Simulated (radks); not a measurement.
Results of a calculation; reference values are marked as such.
Problem. Os0.5+, 75.5 electrons, occupied as [Xe] 4f14 5d(up 4, down 3.5) (fractional occupations, a model configuration). Code: a radial shooting solver on a logarithmic mesh with Libxc functionals. Model: scalar-relativistic Kohn-Sham, PBE, spin-polarised, spherical densities, point nucleus. Some entries of the table are withheld. Estimate them.

| orbital | occ. | eigenvalue (hartree) | <r^2> (bohr^2) | <1/r> (bohr^-1) |
|---|---|---|---|---|
| 1s down | 1 | -2715.079 | 0.0004332 | 90.51 |
| 1s up | 1 | -2715.079 | 0.0004332 | 90.51 |
| 2s up | 1 | -472.8481 | 0.006639 | 21.18 |
| 2s down | 1 | -472.8472 | 0.006639 | 21.18 |
| 2p up | 3 | -411.6788 | 0.005532 | 19.05 |
| 2p down | 3 | -411.6781 | 0.005532 | 19.05 |
| 3s up | 1 | -110.0393 | 0.04298 | 7.849 |
| 3s down | 1 | -110.0390 | 0.04298 | 7.849 |
| 3p up | 3 | -92.08195 | 0.04388 | 7.211 |
| 3p down | 3 | -92.08162 | 0.04388 | 7.211 |
| 3d up | 5 | -72.03826 | 0.03637 | 6.804 |
| 3d down | 5 | -72.03764 | 0.03637 | 6.804 |
| 4s up | 1 | -23.22346 | 0.2104 | 3.346 |
| 4s down | 1 | -23.22263 | 0.2104 | 3.346 |
| 4p up | 3 | -17.33470 | 0.2400 | 3.033 |
| 4p down | 3 | -17.33394 | 0.2400 | 3.033 |
| 4d up | 5 | -10.02790 | 0.2767 | 2.707 |
| 4d down | 5 | -10.02701 | 0.2767 | 2.707 |
| 5s up | 1 | -3.37271 | 1.144 | 1.332 |
| 5s down | 1 | -3.36557 | 1.142 | 1.333 |
| 4f up | 7 | -1.91122 | 0.3835 | (1) |
| 4f down | 7 | -1.90965 | 0.3829 | (2) |
| 5p up | 3 | -1.88701 | 1.574 | 1.120 |
| 5p down | 3 | -1.87768 | 1.571 | 1.121 |
| 5d up | 4 | -0.28282 | 4.354 | 0.7052 |
| 5d down | 3.5 | -0.27209 | 4.414 | 0.7031 |

Solution. 
(1) 4f up <1/r> (bohr^-1): 2.240
(2) 4f down <1/r> (bohr^-1): 2.240
